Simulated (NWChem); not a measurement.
System: Si2H4, singlet; SMILES [SiH][SiH3]

Here is an NWChem input.

```
start job
memory heap 200 mb stack 900 mb global 1100 mb
geometry units angstroms
  Si     0.088817     1.018412    -0.114164
  Si    -0.125907    -1.336986    -0.487465
  H     -1.247054     1.672523    -0.322110
  H      1.082741     1.703671    -0.998265
  H      0.497553     1.251218     1.312241
  H     -1.180397    -1.356096     0.627154
end
basis spherical
  * library sto-3g
end
dft
  xc hfexch
  iterations 150
end
driver
  maxiter 120
end
task dft optimize
task dft freq
```

Low-valent species are run as closed-shell singlets; no triplet was tried in these runs.

The level has its own optimisation; frequencies are unscaled. Brackets give each atom's bonded neighbours.

**Question.** Give the results of this calculation. (Hartree-Fock/STO-3G.) Quantities: r Si–Si (Å); r H–Si [H(Si)–Si(HHHSi)] (Å); r H–Si [H(Si)–Si(HSi)] (Å); highest harmonic frequency (cm⁻¹); lowest (cm⁻¹); zero-point energy (kcal/mol); dipole (D).

**Answer.** r Si–Si (Å): 2.292
r H–Si [H(Si)–Si(HHHSi)] (Å): 1.426
r H–Si [H(Si)–Si(HSi)] (Å): 1.459
highest harmonic frequency (cm⁻¹): 2891
lowest (cm⁻¹): 143
zero-point energy (kcal/mol): 25.6
dipole (D): 0.89
